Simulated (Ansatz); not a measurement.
Molecule: TiO₂, charge 0, multiplicity 1. SMILES: [Ti](=[O])=[O]
Coordinates optimised at B3LYP-D3(BJ)/def2-TZVP (Ansatz, an electronic-structure program):
```
Ti
O 1 1.6409
O 1 1.6409 2 111.96
```

CCSD(T) with Ansatz in growing basis sets, 16 correlated electrons. Cores are frozen in the correlated levels unless marked. UHF or UKS for open shells. No spin-orbit coupling. The frozen core is the preceding noble-gas configuration, with the filled d and f shells of earlier blocks. No relativistic terms. Costs are ratios of core time to the smallest set, on shared machines of one kind, and rough; they hold the program's checks for lower states.

| basis | functions | cost over smallest | E(corr) (Eh) | electronic atomisation energy (kcal/mol) |
|---|---|---|---|---|
| def2-SVP | 59 | 1× | -0.5715 | 267.6 |
| def2-TZVPP | 126 | 5× | -0.6878 | 285.0 |
| def2-QZVPP | 207 | 20× | ? | ? |

Problem. What does the step to def2-QZVPP buy, and how does its cost grow by formal scaling?

Solution. Formally CCSD grows as o²v⁴ and (T) as o³v⁴; with o = 8 and v going from 107 to 188 both grow 10-fold in the last step, while integrals and the mean field grow more slowly. That step adds 39.1 mEh of correlation energy and 5.1 kcal/mol to the atomisation energy. Row: E(corr) (Eh) -0.7269, electronic atomisation energy (kcal/mol) 290.1.
